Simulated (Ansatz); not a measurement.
Reaction (substitution at a C–C bond): `CCC(CC)CC` + `[OH][Mo]([OH])([F])([F])([F])[F]` → `C[O][Mo]([OH])([F])([F])([F])[F]` + `CCC(C)CC`

Computed with Ansatz on PBE0-D4/def2-TZVP structures; ΔE is electronic, products minus reactants. CBS: MP2 limit from def2 TZ/QZ plus the TZ coupled-cluster correction, frozen cores. DFT in def2-TZVPP. Elements past krypton have def2 core potentials. For Mo outer-core shells are correlated without core-valence functions, which leaves a few kJ/mol of doubt a bond. One conformer a species, not always the lowest.

`CCC(CC)CC`:

```xyz
23

C     1.915    1.126    1.287
C     1.448    0.452    0.008
C    -0.006   -0.020    0.038
C    -0.970    1.164   -0.047
C    -2.395    0.845    0.376
C    -0.280   -1.032   -1.075
C     0.334   -2.403   -0.841
H     2.959    1.440    1.210
H     1.325    2.015    1.524
H     1.837    0.443    2.138
H     2.102   -0.402   -0.193
H     1.574    1.134   -0.842
H    -0.177   -0.524    1.001
H    -0.597    1.981    0.579
H    -0.962    1.546   -1.076
H    -2.426    0.506    1.415
H    -2.842    0.061   -0.240
H    -3.037    1.725    0.296
H    -1.360   -1.152   -1.200
H     0.088   -0.615   -2.022
H     0.106   -3.083   -1.666
H     1.421   -2.358   -0.749
H    -0.057   -2.852    0.076
```

`[OH][Mo]([OH])([F])([F])([F])[F]`:

```xyz
9

O     1.210   -1.210   -0.143
Mo   -0.245   -0.101   -0.141
O     0.755    1.431    0.095
F    -1.565   -1.343   -0.450
F    -0.346   -0.531    1.659
F    -0.178    0.067   -1.964
F    -1.668    1.049    0.177
H     1.654   -1.674    0.573
H     0.383    2.313    0.195
```

`C[O][Mo]([OH])([F])([F])([F])[F]`:

```xyz
12

C    -0.071    1.935   -0.586
O    -0.204    0.888    0.328
Mo   -0.256   -0.906    0.468
O     1.569   -0.983    0.105
F    -0.148   -2.746    0.261
F    -2.037   -1.152    0.885
F    -0.779   -0.867   -1.318
F     0.017   -0.929    2.287
H    -0.482    1.614   -1.547
H    -0.613    2.803   -0.207
H     0.990    2.175   -0.693
H     2.014   -1.833    0.017
```

`CCC(C)CC`:

Cartesian coordinates in Å:
```
C 1.891 -1.163 -0.537
C 0.422 -1.233 -0.923
C -0.448 -0.076 -0.425
C -0.013 1.257 -1.022
C -0.513 -0.029 1.100
C -1.568 0.917 1.650
H 2.027 -1.170 0.547
H 2.436 -2.021 -0.938
H 2.371 -0.262 -0.926
H -0.002 -2.171 -0.546
H 0.342 -1.281 -2.015
H -1.467 -0.279 -0.783
H -0.727 2.052 -0.795
H 0.070 1.191 -2.110
H 0.960 1.570 -0.632
H 0.468 0.252 1.499
H -0.713 -1.042 1.471
H -1.357 1.957 1.389
H -2.559 0.672 1.257
H -1.620 0.860 2.739
```

```tsv
level	ΔE (eV)
ωB97X-V	0.13
HF/def2-TZVPP	0.07
MP2/def2-TZVPP	0.05
HF/def2-QZVPP	0.07
```

**Question.** What does CCSD(T)/CBS give? (Estimate.)

**Answer.** Computed: +0.11 eV. The listed levels differ from it by 0.02, -0.04, -0.06, -0.04 eV.

Largest T1 diagnostic among the species: 0.025, so the coupled-cluster value is less sure than usual.
